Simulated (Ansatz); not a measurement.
Compare A (`C=[CH][SnH2][F]`) with its isomer B (`C[CH2][Sn][F]`).

Isolated molecules relaxed with PBE0-D4/def2-TZVP in Ansatz; ΔE leaves out vibrations. CCSD(T)/CBS is the MP2 limit (def2-TZVPP, def2-QZVPP) plus CCSD(T) − MP2 in def2-TZVPP, frozen cores. DFT in def2-TZVPP. B3LYP here is the variant with VWN-RPA as its local correlation; programs differ in this. Elements past krypton have def2 core potentials. For Sn outer-core shells are correlated without core-valence functions, which leaves a few kJ/mol of doubt a bond. Each species was taken in one conformer, which may not be the lowest.

Task: Which isomer does CCSD(T)/CBS put lower? Give the gap. (An estimate is asked.)

Result: The calculation gave: B, by 29.4 kcal/mol.

Task: Give E(B) − E(A) in kcal/mol with r2SCAN-D4, LDA (SPW92), BLYP-D4, CCSD/def2-TZVPP, B3LYP, CCSD(T)/def2-TZVPP, B2PLYP. (Best estimate.)

Result: Ansatz gave: r2SCAN-D4 -31.2, LDA (SPW92) -34.0, BLYP-D4 -34.3, CCSD/def2-TZVPP -28.1, B3LYP -32.6, CCSD(T)/def2-TZVPP -27.6, B2PLYP -31.6. None reverses the order clearly.

Task: Does the order hold for the free energy at 298.15 K (harmonic terms from PBE0-D4)? (Best estimate.)

Result: Computed: Yes: G(B) − G(A) = -24.9 kcal/mol, for one conformer each. Modes under 60 cm⁻¹, often nearly free rotors, make the harmonic entropy too high.

Largest T1 diagnostic: 0.015.

From BLYP to BHLYP (50 % exact exchange), in def2-TZVPP and without D4, E(B) − E(A) moves by +2.7 kcal/mol. In def2-TZVPP, CCSD(T) changes the Hartree–Fock value by −3.0 kcal/mol (the triples alone add +0.5 kcal/mol) and MP2 by −6.7 kcal/mol.
